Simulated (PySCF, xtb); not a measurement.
F₂H₄O₃Si₂, SMILES O[Si](O)(O)[SiH](F)F.

GFN2-xTB (xtb 6.7.1) at its own geometry gives an orbital gap of 5.29 eV and a dipole moment of 2.83 D.

Geometry: PBE0-D3(BJ)/def2-SVP. This is a generated structure with no PubChem entry under its InChIKey; it may be hypothetical. One conformer was computed; it need not be the lowest.

### Question
What does PBE/def2-TZVP run with PySCF give? (An estimate is asked for; the answer gives what the named calculation found.)

### Answer
gap 5.60 eV (levels -6.97 and -1.37 eV), dipole 1.82 D.
